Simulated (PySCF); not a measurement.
**Vertical excitation energies**

Compound: C6H11PSi.
SMILES: `Cc1cc([SiH3])c(C)[pH]1`

Level of theory: PySCF 2.14.0, density-fitted response routines, TDDFT CAM-B3LYP/def2-SVPD, vertical, gas phase, core orbitals frozen in the response. Isolated species at its PBE0-D3(BJ)/def2-SVP geometry, gas phase.

| state | E (eV) | E (kJ/mol) | λ (nm) | f | \|μ\| (D) | main configurations (H = HOMO, L = LUMO) |
| --- | --- | --- | --- | --- | --- | --- |
| S1 | 4.34 | 418 | 286.0 | 0.067 | 2.02 | H→L (96%) |
| S2 | 4.96 | 479 | 250.0 | 0.094 | 2.24 | H-1→L (92%) |
| S3 | 5.82 | 562 | 213.0 | 0.0004 | 0.14 | H→L+2 (64%), H→L+1 (16%) |
| S4 | 5.91 | 570 | 209.8 | 0.0086 | 0.62 | H→L+1 (64%), H→L+2 (18%), H→L+4 (9%) |
| S5 | 6.14 | 593 | 201.8 | 0.013 | 0.75 | H-2→L (75%), H-3→L (14%) |
| S6 | 6.49 | 627 | 190.9 | 0.050 | 1.43 | H-1→L+2 (61%), H-1→L+1 (11%) |
| S7 | 6.56 | 633 | 188.9 | 0.0043 | 0.42 | H-3→L (38%), H→L+7 (15%), H→L+5 (9%) |
| S8 | 6.66 | 642 | 186.3 | 0.0095 | 0.61 | H→L+4 (42%), H→L+6 (24%) |
| S9 | 6.74 | 650 | 184.0 | 0.047 | 1.35 | H-1→L+1 (46%), H-1→L+2 (14%), H→L+6 (10%) |
| S10 | 6.97 | 672 | 177.9 | 0.019 | 0.85 | H→L+3 (45%), H→L+5 (12%), H→L+6 (10%) |

Triplets, Tamm–Dancoff:

```
state  E (eV)  λ (nm)  main configurations (H = HOMO, L = LUMO)
   T1    2.75   451.2                                 H→L (93%)
   T2    4.03   307.7                               H-1→L (90%)
   T3    4.85   255.4     H→L+7 (23%), H-2→L (21%), H→L+6 (12%)
   T4    5.49   226.0              H-1→L+2 (49%), H-1→L+6 (15%)
```

The lowest singlet comes at 286 nm (418 kJ/mol) in the ultraviolet; it is of moderate strength; its leading configuration is HOMO→LUMO (96%). The strongest level in the table is S2 at 4.96 eV (250 nm, f = 0.094). Löwdin shares by element: HOMO carbon 76% or more (atoms not listed hold the other 24%); LUMO carbon 47% or more, phosphorus 13% (atoms not listed hold the other 40%). The oscillator strengths of these states sum to 0.313; summed over the whole spectrum of an exact calculation they would give the number of electrons, 76 (Thomas–Reiche–Kuhn). The listed states span 2.63 eV, and the widest gap between neighbours is 0.86 eV (S2 to S3). Of the 10 states listed, 6 reach f = 0.01 and 1 stays under 0.0005. The vertical ionisation energy (ΔSCF) is 8.03 eV, 1.06 eV above S10. Only the lowest 10 singlets were computed, as vertical energies without vibronic structure.
